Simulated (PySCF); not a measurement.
Hg, singlet (core potentials on Hg); PySCF with M062X/def2-SVP.

Here is a job for PySCF.
```python
from pyscf import gto, scf, dft

mol = gto.Mole()
mol.atom = '''
    Hg    0.00000000    0.00000000    0.00000000
'''
mol.basis = 'def2-svp'
mol.ecp = {'Hg': 'def2-svp'}
mol.verbose = 4
mol.build()

mf = dft.RKS(mol)
mf.xc = 'm062x'
mf.kernel()
```

**Question.** What does PySCF print? Leave out banner, timings and long lists.

**Answer.** 
```
PySCF version 2.14.0

[INPUT] verbose = 4
[INPUT] num. atoms = 1
[INPUT] num. electrons = 20
[INPUT] charge = 0
[INPUT] spin (= nelec alpha-beta = 2S) = 0
[INPUT] symmetry False subgroup None
[INPUT] Mole.unit = angstrom
[INPUT] Symbol           X                Y                Z      unit          X                Y                Z       unit  Magmom
[INPUT]  1 Hg     0.000000000000   0.000000000000   0.000000000000 AA    0.000000000000   0.000000000000   0.000000000000 Bohr   0.0

nuclear repulsion = 0
number of shells = 12
number of NR pGTOs = 57
number of NR cGTOs = 32
basis = def2-svp
ecp = {'Hg': 'def2-svp'}

******** <class 'pyscf.dft.rks.RKS'> ********
method = RKS
initial guess = minao
damping factor = 0
level_shift factor = 0
DIIS = <class 'pyscf.scf.diis.CDIIS'>
diis_start_cycle = 1
diis_space = 8
diis_damp = 0
SCF conv_tol = 1e-09
SCF conv_tol_grad = None
SCF max_cycles = 50
direct_scf = True
direct_scf_tol = 1e-13
XC library pyscf.dft.libxc version 7.1.2
    S. Lehtola, C. Steigemann, M. J. T. Oliveira, and M. A. L. Marques,  SoftwareX 7, 1–5 (2018)
XC functionals = m062x
    Y. Zhao and D. G. Truhlar,  Theor. Chem. Acc. 120, 215 (2008)
    Y. Zhao and D. G. Truhlar,  Theor. Chem. Acc. 120, 215 (2008)
radial grids:
    Treutler-Ahlrichs [JCP 102, 346 (1995); DOI:10.1063/1.469408] (M4) radial grids

becke partition: Becke, JCP 88, 2547 (1988); DOI:10.1063/1.454033
pruning grids: <function nwchem_prune>
grids dens level: 3
symmetrized grids: False
atomic radii adjust function: <function treutler_atomic_radii_adjust>
small_rho_cutoff = 0
Set gradient conv threshold to 3.16228e-05
Initial guess from minao.
tot grids = 23744
init E= -141.561127439045
  HOMO = -0.959911193042129  LUMO = -0.429176320729953  gap/eV = 14.44203
cycle= 1 E= -152.891453739264  delta_E= -11.3  |g|= 1.45  |ddm|= 15.4
  HOMO = -0.129110621844432  LUMO = 0.0748708048231616  gap/eV = 5.55062
cycle= 2 E= -152.940830732012  delta_E= -0.0494  |g|= 1.58  |ddm|= 5.32
  HOMO = -0.302336109827774  LUMO = 0.0246684808516129  gap/eV = 8.89825
cycle= 3 E= -153.401660250284  delta_E= -0.461  |g|= 0.0366  |ddm|= 1.86
  HOMO = -0.297163581056538  LUMO = 0.0268255734951843  gap/eV = 8.81619
cycle= 4 E= -153.402716614041  delta_E= -0.00106  |g|= 0.0106  |ddm|= 0.285
  HOMO = -0.300296021923593  LUMO = 0.0222628558355913  gap/eV = 8.77727
cycle= 5 E= -153.402806372444  delta_E= -8.98e-05  |g|= 0.00114  |ddm|= 0.0921
  HOMO = -0.300262549979119  LUMO = 0.021993077739113  gap/eV = 8.76902
cycle= 6 E= -153.402806879275  delta_E= -5.07e-07  |g|= 1.72e-05  |ddm|= 0.00761
  HOMO = -0.300251878573156  LUMO = 0.0220001958586371  gap/eV = 8.76893
cycle= 7 E= -153.402806879358  delta_E= -8.25e-11  |g|= 1.15e-06  |ddm|= 5.09e-05
  HOMO = -0.300251439483306  LUMO = 0.0220006045936145  gap/eV = 8.76892
Extra cycle  E= -153.402806879358  delta_E= -2.27e-13  |g|= 7.93e-07  |ddm|= 2.14e-06
converged SCF energy = -153.402806879358
```
